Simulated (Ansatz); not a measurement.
Relaxation of CH₄BNSi (8 atoms, charge 0, multiplicity 1), to a largest force component of 0.02 eV/Å in at most 50 steps.

Method: Ansatz 0.2.0, RKS PBE/def2-SVP.

```xyz
8
Properties=species:S:1:pos:R:3
B -0.224 1.898 -0.435
C 0.343 0.974 0.440
N 0.412 -0.394 0.601
Si -0.141 -1.734 -0.100
H -0.630 2.756 -1.079
H 0.907 1.474 1.241
H 0.325 -2.926 0.585
H -0.993 -2.048 -1.252
```

**Question.** Where does it end, and by what steps?

**Answer.** The forces met the threshold. After 25 steps the energy has fallen by 1.917 eV; H6 moved furthest, 1.14 Å. Parted: C2–H6 (1.10 → 2.32 Å). Joined: B1–H6 (2.07 → 1.21 Å).

```tsv
step	energy less start (eV)	largest force component (eV/Å)	accepted
0	0.0000	1.430	yes
1	-0.1289	0.947	yes
2	-0.1598	0.432	yes
3	-0.1764	0.330	yes
4	-0.2180	0.481	yes
5	-0.2724	0.810	yes
6	-0.3621	1.030	yes
7	-0.4890	1.067	yes
8	-0.4032	5.159	no
9	-0.6612	0.423	yes
10	-0.8066	0.902	yes
11	-1.0306	0.726	yes
12	-1.2633	0.807	yes
13	-1.4655	0.820	yes
14	-1.6843	1.493	yes
15	-1.7969	2.223	yes
16	-1.8458	0.967	yes
17	-1.8488	0.724	yes
18	-1.8769	0.193	yes
19	-1.8923	0.547	yes
20	-1.9004	0.293	yes
21	-1.9128	0.100	yes
22	-1.9165	0.081	yes
23	-1.9168	0.029	yes
24	-1.9168	0.030	yes
25	-1.9169	0.009	yes
```

```xyz
8
Properties=species:S:1:pos:R:3
B 0.172 2.132 0.159
C 0.100 0.662 0.018
N 0.007 -0.533 -0.074
Si 0.185 -2.232 -0.422
H -0.410 2.825 -0.649
H 0.803 2.599 1.084
H 0.276 -2.859 0.948
H -1.133 -2.594 -1.064
```

Whether the end is a true minimum wasn't checked by a vibrational analysis.

Time of the run: 2.4 min on 1 thread of AMD EPYC (Zen 3) (shared host), peak memory 0.15 GiB.
